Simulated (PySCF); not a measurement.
**Xenon: a sound run and one with changed settings**

Sound run: Xe⁺ [Kr] 4d10 5s2 5p5, Xe²⁺ [Kr] 4d10 5s2 5p4. Calculation: PySCF 2.14, in cc-pVDZ-PP with ECP28MDF (4s3p2d, 23 functions); a scalar-relativistic core potential. In the sound run the correlated levels freeze 4s2 4p6 4d10 outside the core potential. The sound run starts from symmetry-adapted Hartree-Fock orbitals and uses a fine grid where one is needed.

A second run was set up differently.

| species | method | sound run (hartree) | changed run (hartree) | converged |
| --- | --- | --- | --- | --- |
| Xe⁺ | MP2 | -327.94329 | -327.91901 | yes |
| Xe⁺ | CCSD(T) | -327.95625 | -327.92798 | yes |
| Xe²⁺ | MP2 | -327.18512 | -327.15470 | yes |
| Xe²⁺ | CCSD(T) | -327.19899 | -327.16202 | yes |

Ionisation energy of Xe⁺:

```
 method  sound run (eV)  changed run (eV)
    UHF          20.150            20.150
    MP2          20.631            20.798
SCS-MP2          20.606            20.830
   CCSD          20.604            20.841
CCSD(T)          20.606            20.843
```

**Question.** What was changed?
A. a valence shell is frozen
B. level shift left on
C. basis contracted for another Hamiltonian
D. minimal basis

**Answer.** A. Freezing a valence shell removes pair correlation that changes on ionisation.
